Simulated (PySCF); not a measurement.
**Run record: [C19H14NS]+**

The script drives PySCF SCF with an in-house response code with single-precision fitted integrals, so total energies wander by about 1e-6 Eh between cycles (the fitting error itself is about 1e-3 Eh and cancels in differences); atoms count from 0. Pop asks for populations, which are stored and not printed.

Job and coordinates (Å):

```
{"job": {"kind": "nmr", "xc": "KT3", "basis": "pcSseg-1", "pop": false}, "charge": 1, "multiplicity": 1}
N      2.113540    -1.308132     3.379459
C      1.195437    -1.636319     2.779448
C      0.077946    -1.997407     1.986989
C     -0.493464    -3.265026     2.075909
C     -1.559938    -3.592073     1.256413
C     -2.056026    -2.667907     0.349253
C     -1.500369    -1.398983     0.255311
C     -0.440743    -1.069779     1.076654
S      0.397478     0.534218     1.053924
C      1.593179     0.210819    -0.258683
C      1.201296    -0.105603    -1.549837
C      2.181209    -0.357777    -2.494987
C      3.522286    -0.303386    -2.145093
C      3.895686     0.001867    -0.846063
C      2.928048     0.263477     0.109832
C     -0.816503     1.629692     0.293916
C     -2.086073     1.667455     0.853013
C     -3.009988     2.571746     0.359169
C     -2.656614     3.439599    -0.662459
C     -1.375700     3.411099    -1.189687
C     -0.440871     2.508327    -0.708822
H     -0.094241    -3.976417     2.782530
H     -2.004294    -4.572786     1.325191
H     -2.883466    -2.928788    -0.291508
H     -1.903392    -0.681638    -0.442901
H      0.158687    -0.148935    -1.824416
H      1.893601    -0.597925    -3.506776
H      4.277429    -0.501540    -2.889468
H      4.937811     0.038677    -0.572085
H      3.203075     0.499043     1.125551
H     -2.350830     1.003074     1.661232
H     -4.000833     2.603152     0.783533
H     -3.376965     4.149282    -1.037042
H     -1.093992     4.099305    -1.970788
H      0.560738     2.499122    -1.109172
```

Command:

```bash
OMP_NUM_THREADS=1 python large_run.py task.json out
```

Task: What does the program print?

Result: 
```
start: PBE on a coarse grid of 30206 points
cycle   1  E = -1183.4342081739  dE =  3.664e+00  |g| = 9.292e-01  |ddm| = 6.648e+00
cycle   2  E = -1182.0801288333  dE =  1.354e+00  |g| = 2.454e+00  |ddm| = 4.660e+00
cycle   3  E = -1183.5920548352  dE = -1.512e+00  |g| = 5.171e-01  |ddm| = 3.989e+00
cycle   4  E = -1183.6541883493  dE = -6.213e-02  |g| = 2.218e-01  |ddm| = 8.176e-01
cycle   5  E = -1183.6638704268  dE = -9.682e-03  |g| = 9.816e-02  |ddm| = 3.297e-01
cycle   6  E = -1183.6659009768  dE = -2.031e-03  |g| = 5.016e-02  |ddm| = 1.573e-01
cycle   7  E = -1183.6665066501  dE = -6.057e-04  |g| = 8.809e-03  |ddm| = 5.077e-02
final grid: 278115 points
cycle   8  E = -1200.8209493470  dE = -5.167e-02  |g| = 1.344e-01  |ddm| = 1.254e+00
cycle   9  E = -1200.8180703619  dE =  2.879e-03  |g| = 1.405e-01  |ddm| = 2.980e-01
cycle  10  E = -1200.8192133421  dE = -1.143e-03  |g| = 1.147e-01  |ddm| = 2.584e-01
cycle  11  E = -1200.8222311819  dE = -3.018e-03  |g| = 2.685e-02  |ddm| = 1.124e-01
cycle  12  E = -1200.8224124251  dE = -1.812e-04  |g| = 6.278e-03  |ddm| = 3.959e-02
cycle  13  E = -1200.8224228060  dE = -1.038e-05  |g| = 1.742e-03  |ddm| = 8.313e-03
cycle  14  E = -1200.8224225334  dE =  2.725e-07  |g| = 6.403e-04  |ddm| = 2.847e-03
cycle  15  E = -1200.8224238643  dE = -1.331e-06  |g| = 3.670e-04  |ddm| = 1.265e-03
cycle  16  E = -1200.8224272366  dE = -3.372e-06  |g| = 8.576e-05  |ddm| = 5.060e-04
converged SCF energy = -1200.8224272366

GIAO shielding tensors (ppm)
atom      isotropic    diamagn.    paramagn.     s11        s22        s33       span
  0 N      -51.962     343.959    -395.921   -199.684   -172.030    215.828    415.512
  1 C       74.884     266.695    -191.811    -34.437    -21.827    280.917    315.354
  2 C       75.115     252.790    -177.675    -11.599     78.936    158.007    169.606
  3 C       53.666     240.875    -187.209    -40.184     32.875    168.307    208.492
  4 C       54.740     253.224    -198.483    -44.573     31.476    177.318    221.892
  5 C       55.148     251.912    -196.764    -42.507     35.305    172.646    215.152
  6 C       65.578     254.714    -189.136    -21.724     40.666    177.793    199.517
  7 C       51.138     270.152    -219.014    -21.978     46.952    128.441    150.419
  8 S      351.687    1067.216    -715.529    289.798    377.083    388.181     98.382
  9 C       61.153     271.804    -210.652    -13.018     74.322    122.154    135.172
 10 C       62.348     255.943    -193.595    -26.208     39.923    173.328    199.536
 11 C       56.475     253.323    -196.848    -42.647     40.309    171.763    214.410
 12 C       53.046     253.474    -200.428    -47.441     29.737    176.842    224.283
 13 C       57.279     254.070    -196.791    -38.471     38.405    171.902    210.373
 14 C       55.961     249.981    -194.019    -40.555     46.098    162.341    202.896
 15 C       64.772     269.589    -204.817    -14.141     86.210    122.247    136.388
 16 C       61.546     252.135    -190.589    -33.171     46.051    171.759    204.930
 17 C       58.143     252.554    -194.410    -39.977     40.998    173.410    213.387
 18 C       54.590     252.265    -197.675    -44.991     31.546    177.215    222.207
 19 C       57.372     252.198    -194.826    -41.028     40.163    172.980    214.008
 20 C       61.327     252.371    -191.043    -32.885     41.863    175.003    207.888
 21 H       23.670      27.691      -4.021     19.736     23.301     27.973      8.237
 22 H       23.750      26.664      -2.915     20.266     25.183     25.800      5.534
 23 H       23.803      30.975      -7.172     20.053     23.673     27.683      7.630
 24 H       24.246      37.278     -13.032     19.334     22.700     30.705     11.372
 25 H       24.437      37.942     -13.505     20.872     21.416     31.024     10.152
 26 H       23.878      31.887      -8.009     20.094     23.588     27.952      7.858
 27 H       23.685      28.139      -4.453     20.311     24.924     25.821      5.510
 28 H       23.722      28.910      -5.189     20.081     24.258     26.828      6.747
 29 H       23.412      36.106     -12.694     19.227     22.311     28.696      9.469
 30 H       24.396      34.396     -10.000     20.260     21.768     31.160     10.900
 31 H       23.777      28.855      -5.078     20.185     23.950     27.194      7.009
 32 H       23.665      27.041      -3.376     20.380     24.926     25.689      5.309
 33 H       23.795      29.447      -5.652     20.012     23.869     27.505      7.493
 34 H       24.498      35.333     -10.835     19.165     22.635     31.693     12.528
```

The run took 99 s of wall time on 1 thread of Arm Neoverse N1 (shared host), peak memory 0.64 GiB.
